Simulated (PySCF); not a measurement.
C₂H₅BO₃, SMILES CC(=O)OBO.

Geometry optimised at PBE0-D3(BJ)/def2-SVP. This is a generated structure with no PubChem entry under its InChIKey; it may be hypothetical. Other conformers were not sampled.

Computed with PBE/def2-TZVP in PySCF.

Isolated molecule, no solvent.

Question: Estimate the frontier levels, gap, dipole moment and polarisability. (The exact figures need the calculation; the answer reports its results.)

Answer: 
```
Item                                                                                                           Result
---------------------------------------------------------------------------------------------  ----------------------
highest occupied level                                                                                       -6.54 eV
lowest empty level                                                                                           -1.57 eV
orbital gap                                                                                                   4.98 eV
dipole moment                                                                                                  3.37 D
quadrupole, principal values (traceless, Buckingham form, about the centre of nuclear charge)  -3.75, -0.43, 4.18 D·Å
mean static polarisability                                                                       49.8 bohr³ (7.38 Å³)
polarisability, principal values                                                               36.4, 51.5, 61.4 bohr³
```
